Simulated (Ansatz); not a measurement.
Input file for Ansatz (a first-principles code): U-r2SCAN/cc-pVTZ on FGeH3O (SMILES [OH][GeH2][F]), a point of a bond scan (R = 1.221 Å).

Ansatz 0.2 input:
```yaml
crystal:
  periodic: [false, false, false]
  atoms:
    - {symbol: Ge, position_ang: [-0.22747459, -0.25087345, 0.02663045]}
    - {symbol: O, position_ang: [1.45573431, -0.40020062, -0.50453156]}
    - {symbol: F, position_ang: [-0.54577123, 1.44651198, 0.30987347]}
    - {symbol: H, position_ang: [-0.91331304, -0.60725407, -0.91901789]}
    - {symbol: H, position_ang: [-0.46978155, -0.93226496, 1.38080844]}
    - {symbol: H, position_ang: [2.09980761, -0.16043852, 0.16983856]}
basis:
  gaussian:
    orbitals: cc-pVTZ
hamiltonian:
  xc: {name: r2SCAN}
magnetization: {spin_polarized: true, initial_magnetization: 0}
```

The head of its log:

```
WARN ansatz: RAYON_NUM_THREADS=1 ignored (pool sized by the plan → 1); use --threads N
Functional definition: r2SCAN
integrals: 0.06 GiB planned
850 factors; their error is unknown
mean field: 0.58 GiB planned
mean field evaluation 1: about -61325.4655 eV, gradient 4.7e1 eV
mean field evaluation 2: about -61297.0768 eV, gradient 9.7e1 eV
```

Problem. Give the final energy of this run.

Solution. -2253.9071 hartree.
